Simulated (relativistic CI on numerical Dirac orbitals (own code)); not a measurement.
# Hyperfine structure of Au37+, mass number 197

Method of calculation: Dirac-Coulomb-Breit CI, KLI orbitals optimised for each configuration, QED by a radiative potential, unscaled Slater integrals (own radial code, finite nucleus).

CI space (outside the closed core [Ar] 3d10): 4s²4p⁶4d⁶, 4s²4p⁶4d⁵4f, 4s²4p⁵4d⁷, 4s²4p⁴4d⁸, 4s4p⁶4d⁷, 4p⁶4d⁸, 4s4p⁶4d⁶4f, 4s4p⁵4d⁸, 4s²4p⁶4d⁵5s, 4s²4p⁶4d⁵5d, 4s²4p⁴4d⁷5s, 4s²4p⁶4d⁴5s², 4s²4p⁶4d⁵6s, 4s4p⁶4d⁶5s, 4p⁶4d⁷5s, 4p⁶4d⁷5p. Levels of other configurations are missing.

Nuclear spin I = 3/2, μ = 0.1452 μN, Q = 0.547 b (tables of Stone and Pyykkö). The electronic factors are computed for point nuclear moments, without core polarisation or the Bohr-Weisskopf and QED corrections.

| Level | E (eV) | A (MHz) | B (MHz) |
| --- | --- | --- | --- |
| 4s²4p⁶4d⁶ ⁵D3 | 21.4841 | 790.4 | 650 |
| 4s²4p⁶4d⁶ ³G5 | 26.6054 | 1596 | 6290 |
| 4s²4p⁶4d⁶ ³H6 | 27.0367 | 1773 | -12300 |
| 4s²4p⁶4d⁶ ³P1 | 34.9875 | 981.9 | 9590 |

Levels with J = 0, under 50 % of one LS term, or S terms without an open s electron are left out. Small factors come from cancelling terms and can be off by tens of per cent or more.

At this charge energies of transitions that change n are usually good to better than 1 %, and those within a shell (Δn = 0) to a few per cent. Terms inside the open d or f shell come out 10 to 20 % too wide with unscaled integrals.

Give the hyperfine levels of 4s²4p⁶4d⁶ ⁵D3 relative to its centre of gravity.

With K = F(F + 1) − I(I + 1) − J(J + 1), E = AK/2 + B[¾K(K + 1) − I(I + 1)J(J + 1)]/[2I(2I − 1)J(2J − 1)]: F = 3/2: -4352, F = 5/2: -2864, F = 7/2: -325, F = 9/2: 3719 MHz.

LS names give the leading component of a level, which can be under half, so a name can repeat, a term be missing and a line seem to break the LS rules.
